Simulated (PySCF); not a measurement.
Method: B3LYP-D3(BJ)/def2-TZVP // B3LYP-D3(BJ)/def2-SVP (PySCF). Isolated molecules, 0 K electronic values unless said otherwise. One relaxed conformer stands for a flexible species; it need not be the lowest. B3LYP has the VWN-RPA correlation part, as in Gaussian. Delta-SCF ions had no search for a lower state. 

Reference species (SMILES): `C[O][Sn]([O]C)([O]C)[O]C` (neutral, multiplicity 1).

HOMO: -7.71 eV
vertical ionisation energy (Delta-SCF): 9.46 eV

Changed species: `[O](C)[SnH]([O]C)[O]C` (1 of 4 OCH3 replaced by H; the reference has 0 of 4 OCH3 replaced by H).

Problem. Give the shifts of the HOMO and vertical ionisation energy (Delta-SCF).

Solution. the HOMO rises by 0.21 eV, to -7.50 eV; the vertical ionisation energy (Delta-SCF) falls by 0.05 eV, to 9.41 eV.
